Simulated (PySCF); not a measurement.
# Which determinant of TlC⁺ lies lowest?

Unrestricted PBE0; PySCF, scalar-relativistic core potentials, basis sets Tl aug-cc-pVDZ-PP with ECP60, C aug-cc-pVDZ. Outer shells of the fragments: Tl+ 5d10 6s2; C 2s2 2p2.

Followed along the bond (rough minima from three points):

```
2Ms+1  unpaired  ⟨S²⟩ at the start  R at minimum (Å)  Te (eV)
    3  σ ↑, π ↑               2.01              3.03     0.00
    3      π ↑↑               2.02              2.64     0.26
    1  σ ↓, π ↑               1.01              2.99     0.41
    1      π ↑↓               1.01              2.63     0.69
```

Solutions found at the starting distance of 2.240 Å, counted from the lowest of them; the search is not exhaustive and high or unbound solutions are not listed, so other states can lie among these:

```json
{"2Ms+1": "3", "unpaired": "π ↑↑", "term": "³Σ⁻", "E (eV)": "0.00", "⟨S²⟩": "2.02", "⟨Lz²⟩": "0.00", "μ (D)": "-0.10"}
{"2Ms+1": "3", "unpaired": "σ ↑, π ↑", "term": "³Π", "E (eV)": "0.34", "⟨S²⟩": "2.01", "⟨Lz²⟩": "1.00", "μ (D)": "1.80"}
{"2Ms+1": "1", "unpaired": "π ↑↓", "term": "mixed", "E (eV)": "0.43", "⟨S²⟩": "1.01", "⟨Lz²⟩": "2.01", "μ (D)": "-0.11"}
{"2Ms+1": "1", "unpaired": "σ ↓, π ↑", "term": "mixed", "E (eV)": "0.67", "⟨S²⟩": "1.01", "⟨Lz²⟩": "1.00", "μ (D)": "1.67"}
{"2Ms+1": "1", "unpaired": "none", "term": "mixed", "E (eV)": "1.82", "⟨S²⟩": "0.00", "⟨Lz²⟩": "2.00", "μ (D)": "0.01"}
{"2Ms+1": "3", "unpaired": "σ ↑↑, π ↑↓", "term": "mixed", "E (eV)": "4.21", "⟨S²⟩": "3.01", "⟨Lz²⟩": "2.01", "μ (D)": "-1.11"}
```

A term symbol is given only where ⟨S²⟩ and ⟨Lz²⟩ are close to those of a pure state; real π, δ and φ orbitals otherwise mix terms. A positive dipole points towards C; it is taken about the centre of mass and depends on that origin.

Q: Compare the gap between the two lowest followed solutions at the starting distance with the gap between their minima.

A: At PBE0 the second solution (triplet, unpaired electrons π ↑↑) lies -0.34 eV from the first (triplet, unpaired electrons σ ↑, π ↑) at 2.240 Å and +0.26 eV at the minima; the two curves relax by different amounts, since their minima lie near 2.64 and 3.03 Å.

Spin–orbit coupling is left out, which matters for elements this heavy, above all for dissociation energies. Counting both spins, an empty level lies below a filled one in some of these solutions, because spin and occupation are held.
